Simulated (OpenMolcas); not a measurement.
A run on Cu3+ with its 6 nearest fluoride ions at 1.963 Å, on the Ga site of K2NaGaF6 (a = 8.246 Å, distance in the model lattice 1.938 Å). The rest of the host is ab initio model potentials to 7.6 Å, with orthogonalisation functions on the cations behind the ligands, and point charges beyond; the distance is set by hand and nothing relaxes. Ligand basis ANO-RCC-VDZP.

```yaml
Program: OpenMolcas
Method: "SS-CASPT2, IPEA 0.25 Eh, imaginary shift 0.1 Eh (closed shells correlated: 3s 3p and the ligand valence shells)"
Basis: ANO-RCC-VDZP [5s4p2d1f]
Scalar_Hamiltonian: DKH2, point nucleus
Active_space: 8 electrons in 5 orbitals (3d)
State_averaging: 2S+1 = 3 even, 10 roots; 2S+1 = 1 even, 15 roots
Spin-orbit_coupling: state interaction with AMFI integrals over the reference wave functions
```

First CASPT2 step and the start of its output:

```
&CASPT2
Multistate=10 1 2 3 4 5 6 7 8 9 10
NoMult
Frozen=5 6
IPEA=0.25
Imaginary=0.1
MaxIter=60
WThr=0.0 0.3 0.05
PrWF=0.5
NoMix
```

```
--- CASPT2 ---
Orbital specifications:
      -----------------------

      Symmetry species                           1   2
                                                ag  au
      Frozen orbitals                            5   6
      Inactive orbitals                         13  15
      Active orbitals                            5   0
      Secondary orbitals                        46  52
      Deleted orbitals                           0   0
      Number of basis functions                 69  73
Type of calculation                        SS-CASPT2
      Fock operator                              state-specific
      IPEA shift                                 0.25
      Real shift                                 0.00
      Imaginary shift                            0.10
      The input orbitals will be transformed to quasi-canonical
Reference energy:       -2251.4786360041
      E2 (Non-variational):      -1.7916994739
      Shift correction:          -0.0013271601
      E2 (Variational):          -1.7930266340
      Total energy:           -2253.2716626381
      Residual norm:              0.0000008804
      Reference weight:           0.71476
      Contributions to the CASPT2 correlation energy
      Active & Virtual Only:         -0.1994988694
      One Inactive Excited:          -0.2979299785
      Two Inactive Excited:          -1.2942706260
Reference energy:       -2251.4358354357
      E2 (Non-variational):      -1.7569933658
      Shift correction:          -0.0030966472
      E2 (Variational):          -1.7600900130
      Total energy:           -2253.1959254487
      Residual norm:              0.0000009084
      Reference weight:           0.70824
      Contributions to the CASPT2 correlation energy
      Active & Virtual Only:         -0.1936674843
...
```

Over all roots the printed reference weights run from 0.43 to 0.71, and roots that are degenerate in the reference spread by up to 6000 cm-1.

**Question.** Did the run give usable levels, and if not, why?

**Answer.** No. The equations converged, but the reference weight falls to 0.43 for at least one root against 0.71 for the best. A drop of that size marks an intruder state, so the energies of such roots and the levels built on them can't be trusted.
